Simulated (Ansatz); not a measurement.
Geometry optimisation, Ansatz, RKS r2SCAN-D4/STO-3G.

input.yaml

```yaml
crystal:
  periodic: [false, false, false]
  atoms:
    - { symbol: "N", position_ang: [2.1105, -0.6217, 2.1592] }
    - { symbol: C, position_ang: [1.313, -0.1214, 1.3818] }
    - { symbol: Si, position_ang: [0.0939, 0.6226, 0.1287] }
    - { symbol: P, position_ang: [-1.3135, -0.8823, -0.4794] }
    - { symbol: H, position_ang: [0.8197, 1.0471, -1.1191] }
    - { symbol: H, position_ang: [-0.6118, 1.806, 0.689] }
    - { symbol: H, position_ang: [-0.4838, -1.7256, -1.2023] }
    - { symbol: H, position_ang: [-1.8359, -0.1819, -1.6137] }
basis:
  gaussian: { orbitals: STO-3G }
hamiltonian:
  xc: r2scan
  dispersion: d4
relax:
  f_tol: 0.02
  max_steps: 50
```

Launched with:

```bash
$ ansatz run input.yaml --threads 1 --pin off --max-ram 2048MiB --backend cpu --events-out ev --progress --plain --runs-dir out
```

Problem. Where does it end, and by what steps?

Solution. The forces met the threshold. Limits of this set-up: minimal basis. After 4 steps the energy has fallen by 0.382 eV; H5 moved furthest, 0.13 Å.

```
step  energy less start (eV)  largest force component (eV/Å)  accepted
   0                  0.0000                           2.684       yes
   1                 -0.2518                           1.308       yes
   2                 -0.3734                           0.277       yes
   3                 -0.3811                           0.087       yes
   4                 -0.3815                           0.017       yes
```

```xyz
8
Properties=species:S:1:pos:R:3
N 2.046 -0.560 2.102
C 1.275 -0.086 1.316
Si 0.096 0.606 0.085
P -1.410 -0.949 -0.446
H 0.906 1.067 -1.027
H -0.534 1.752 0.708
H -0.473 -1.674 -1.215
H -1.815 -0.212 -1.581
```

The run took 6.2 s on 1 thread of AMD EPYC 9R45 96-Core Processor (Zen 5) (shared host), peak memory 0.19 GiB.
